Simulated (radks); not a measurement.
Results of a calculation; reference values are marked as such.
Charge is removed step by step from the 6s down level of Bi2+, starting from [Xe] 4f14 5d10 6s(up 1, down 1) 6p1. Code: a radial shooting solver on a logarithmic mesh with Libxc functionals. Model: scalar-relativistic Kohn-Sham, PBEsol, spin-polarised, spherical densities, point nucleus; open shells are filled with parallel spins first (spin-orbit coupling, left out, can overturn this in heavy ions).

removed (e),E - E(0) (eV),eigenvalue (eV),E minus straight line (eV)
0,0.000,-30.378,0.000
0.125,3.870,-31.570,-0.527
0.25,7.890,-32.768,-0.905
0.375,12.059,-33.971,-1.133
0.5,16.380,-35.179,-1.210
0.625,20.851,-36.393,-1.136
0.75,25.475,-37.611,-0.910
0.875,30.251,-38.834,-0.532
1,35.180,-40.058,0.000

Removing the whole electron costs 35.180 eV by Delta-SCF, against 30.378 eV from minus the eigenvalue at the starting occupation. Slater's transition state (half an electron removed) gives 35.179 eV. Integrating minus the eigenvalue over the occupation (Janak's theorem) gives 35.193 eV. In this scalar-relativistic scheme the density is built from large components alone, so the theorem holds only approximately. The mean slope of the eigenvalue, de/dn, is 9.68 eV per electron.
